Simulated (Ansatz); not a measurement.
Calculated with Ansatz (gas phase, PBE0-D4/def2-TZVP geometries, no zero-point term in ΔE). CBS: MP2 limit from def2 TZ/QZ plus the TZ coupled-cluster correction, frozen cores. This one scheme is used for every species. def2 core potentials past Kr. For Sn outer-core shells are correlated without core-valence functions, which leaves a few kJ/mol of doubt a bond. Each species was taken in one conformer, which may not be the lowest.

`S=C[SiH2][SnH3]` + `C[SiH3]` → `[SiH3]C[SiH2]C=S` + `[SnH4]`  (formal exchange of groups at the Si–Sn bond)

`S=C[SiH2][SnH3]`:

```xyz
10

S     0.279    3.009    0.530
C    -0.203    1.569    1.076
Si   -1.016    0.268   -0.001
Sn    0.835   -1.369   -0.715
H    -0.004    1.308    2.120
H    -1.638    0.913   -1.182
H    -2.038   -0.472    0.791
H     1.597   -2.024    0.665
H     2.003   -0.551   -1.649
H     0.184   -2.652   -1.635
```

`C[SiH3]`:

Z-matrix (Å, degrees):
```
C
Si 1 1.871
H 1 1.092 2 110.8
H 1 1.092 2 110.8 3 -120.0
H 1 1.092 2 110.8 3 120.0
H 2 1.488 1 110.7 3 -179.9
H 2 1.488 1 110.7 3 -59.9
H 2 1.488 1 110.7 3 60.1
```

`[SiH3]C[SiH2]C=S`:

Cartesian coordinates in Å:
```
Si 0.905 0.190 -1.688
C -0.032 1.034 -0.301
Si -1.124 -0.112 0.673
C -0.106 -1.094 1.920
S 1.454 -0.828 2.223
H 1.980 1.070 -2.218
H 1.518 -1.081 -1.219
H -0.035 -0.130 -2.795
H 0.685 1.481 0.395
H -0.637 1.842 -0.725
H -1.824 -1.097 -0.200
H -2.167 0.611 1.455
H -0.616 -1.885 2.479
```

`[SnH4]`:

```xyz
5

Sn    0.000    0.000    0.000
H    -0.283   -0.947    1.388
H     1.072    1.267    0.386
H    -1.474    0.652   -0.552
H     0.685   -0.971   -1.221
```

```csv
species,CCSD(T)/CBS(def2) energy (Eh)
`S=C[SiH2][SnH3]`,-942.49114
`C[SiH3]`,-330.73916
`[SiH3]C[SiH2]C=S`,-1056.82930
`[SnH4]`,-216.39156
```

(1) Work out ΔE.

Largest T1 diagnostic among the species: 0.015.

Results:

(1) ΔE = (-1056.82930) + (-216.39156) − (-942.49114) − (-330.73916) = 0.00944 Eh = +24.8 kJ/mol.

From PBE to PBE0 (25 % exact exchange), in def2-TZVPP and without D4, ΔE moves by −4.8 kJ/mol. The D4 term adds −7.5 kJ/mol with B3LYP and −4.2 kJ/mol with PBE0; it sums over pairs of atoms, weighted by their polarisabilities, and B3LYP, whose exchange is more repulsive, gets the larger term.

B3LYP here is the variant with VWN-RPA as its local correlation; programs differ in this.
